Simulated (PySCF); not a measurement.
C2H4NO, doublet (typed; the unrestricted solution is spin-contaminated), geometry from GFN2-xTB. Base run: CCSD(T)/3-21G in PySCF.

PySCF was given this input:
```python
from pyscf import gto, scf, cc

mol = gto.Mole()
mol.atom = '''
    O     0.26454729    1.29773969    0.28038356
    C    -0.00493724    0.12821280    0.02873673
    N     0.98714613   -0.78717018   -0.20832170
    C    -1.33891368   -0.38189073   -0.04047884
    H     0.79601498   -1.74930651   -0.41636310
    H    -1.54281494   -1.41283947   -0.26342944
    H    -2.15856718    0.28838609    0.13621077
    H     1.94207144   -0.47589881   -0.17078220
'''
mol.basis = '3-21g'
mol.spin = 1
mol.verbose = 5
mol.build()

mf = scf.UHF(mol)
mf.kernel()

mycc = cc.CCSD(mf)
mycc.kernel()
et = mycc.ccsd_t()
print('E(CCSD(T)) = %.10f' % (mycc.e_tot + et))
```

The base run was repeated with changes; each row names its change, and settings that it needs were set with it.

```tsv
change	ΔE vs base (kcal/mol)	MP2 correlation (Eh)	CC correlation without the perturbative part (Eh)	basis functions	core-seconds (rough)
base	0.000	-0.37779	-0.40802	44	20
cc.conv_tol = 1e-9	0.000	-0.37779	-0.40802	44	20
cc.iterative_damping = 0.8	0.000	-0.37779	-0.40802	44	20
frozen = 4	___	___	___	44	10
method = ccsd	___	-0.37779	-0.40802	44	10
cc.direct = True	0.000	-0.37779	-0.40802	44	30
cart = on	0.000	-0.37779	-0.40802	44	20
cc.conv_tol = 1e-5	0.000	-0.37779	-0.40802	44	20
method = cisd	___	-	-	44	4
cc.diis_space = 10	0.000	-0.37779	-0.40802	44	20
```

Problem. What belongs in the gaps?

Solution. 
- frozen = 4, ΔE vs base (kcal/mol): 4.09
- frozen = 4, MP2 correlation (Eh): -0.37089
- frozen = 4, CC correlation without the perturbative part (Eh): -0.40161
- method = ccsd, ΔE vs base (kcal/mol): 7.47
- method = cisd, ΔE vs base (kcal/mol): 36.26

Open shells are given as the SCF converged; they aren't shown to be the lowest states, and a large step between rows can be another state.
